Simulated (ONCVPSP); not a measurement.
# An all-electron radial function and its pseudo partner (phosphorus)

Columns: radius, all-electron u(r) and pseudo u(r) of the 2p shell (level -124.49 eV) of phosphorus in the configuration [He] 2s2 2p6 3s2 3p3; PBE, scalar-relativistic, ONCV scheme, ONCVPSP 4.0.1.

```csv
r (bohr),all-electron,pseudo
0.047,0.1695,0.0528
0.095,0.4913,0.2051
0.142,0.8009,0.4275
0.190,1.0539,0.6950
0.237,1.2270,0.9594
0.285,1.3328,1.1976
0.332,1.3772,1.3731
0.380,1.3763,1.4789
0.427,1.3420,1.5069
0.475,1.2831,1.4660
0.522,1.2103,1.3744
0.570,1.1269,1.2496
0.617,1.0411,1.1181
0.665,0.9528,0.9909
0.712,0.8680,0.8821
0.760,0.7850,0.7878
0.807,0.7081,0.7082
0.855,0.6348,0.6346
0.902,0.5685,0.5684
0.950,0.5063,0.5062
0.997,0.4509,0.4508
1.045,0.3997,0.3997
1.092,0.3546,0.3546
1.140,0.3133,0.3132
1.187,0.2772,0.2771
1.235,0.2443,0.2442
```

**Question.** How many radial nodes do the two functions have?

**Answer.** The all-electron 2p function has n − l − 1 = 0; the pseudo-wave has 0.

**Question.** At about which radius was the pseudo-wave matched?

**Answer.** 0.85 bohr, where the columns begin to agree (steps of 0.05 bohr).

**Question.** Where does each function peak?

**Answer.** Outermost all-electron maximum near 0.33 bohr, pseudo maximum near 0.43 bohr (to the table’s step).

**Question.** Is the pseudo-wave norm-conserving?

**Answer.** Yes: the ONCV scheme keeps the norm inside the radius equal to the all-electron one, which fixes the energy derivative of the logarithmic derivative at the level.
